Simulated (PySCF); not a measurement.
# Deuteron quadrupole couplings in `C[SiH](C)P`

Compound: C₂H₉PSi.
Structure used (GFN2-xTB), in Å, numbered top down from 1:
```
atom  x, y, z in Å
C1     0.0689    1.5965   -0.4213
Si2    0.0229   -0.0257    0.5863
C3    -1.4756   -1.0801    0.0705
P4     1.8728   -1.2881    0.3011
H5    -0.8272    2.1869   -0.2570
H6     0.1425    1.3985   -1.4878
H7     0.9224    2.2076   -0.1406
H8    -0.0436    0.2923    2.0230
H9    -1.4295   -1.3554   -0.9796
H10   -1.5170   -1.9987    0.6479
H11   -2.4060   -0.5452    0.2314
H12    1.9122   -1.1510   -1.0752
H13    2.7527   -0.2372    0.4837
```

Level: PBE0/pcSseg-1 (PySCF, non-relativistic); Q(2H) = 0.00286 b; rigid geometry, the same for H and D, with no vibrational averaging.

Question: Rank these positions by the coupling χzz of a deuteron there, largest first.
A. H7 (methyl hydrogen)
B. H13 (P–H hydrogen)
C. H8 (Si–H hydrogen)

Answer: A (218 kHz), B (146 kHz), C (105 kHz).

Question: What are Vzz, η and χzz (234.96 MHz × Q × Vzz) at all hydrogens?

Answer: 
| atom | bonded to | bond length (Å) | Vzz (au) | η | χzz (kHz) |
| --- | --- | --- | --- | --- | --- |
| H5 | C1 | 1.086 | 0.3266 | 0.01 | 220 |
| H6 | C1 | 1.087 | 0.3234 | 0.01 | 217 |
| H7 | C1 | 1.087 | 0.3244 | 0.01 | 218 |
| H8 | Si2 | 1.473 | 0.1563 | 0.00 | 105 |
| H9 | C3 | 1.087 | 0.3244 | 0.01 | 218 |
| H10 | C3 | 1.086 | 0.3247 | 0.01 | 218 |
| H11 | C3 | 1.085 | 0.3276 | 0.01 | 220 |
| H12 | P4 | 1.384 | 0.2160 | 0.07 | 145 |
| H13 | P4 | 1.383 | 0.2170 | 0.07 | 146 |

Question: Average by the element that carries the hydrogen.

Answer: on C: 219 kHz over 6 positions, mean bond length 1.086 Å; on Si: 105 kHz over 1 position, mean bond length 1.473 Å; on P: 145 kHz over 2 positions, mean bond length 1.383 Å.

The structure is a single GFN2-xTB conformer in the gas phase; no vibrational or solvent corrections. GFN2-xTB bond lengths can be off by several hundredths of an ångström, more for odd bonds, and the gradients follow them. With a basis this small, the couplings can be 20 % off.
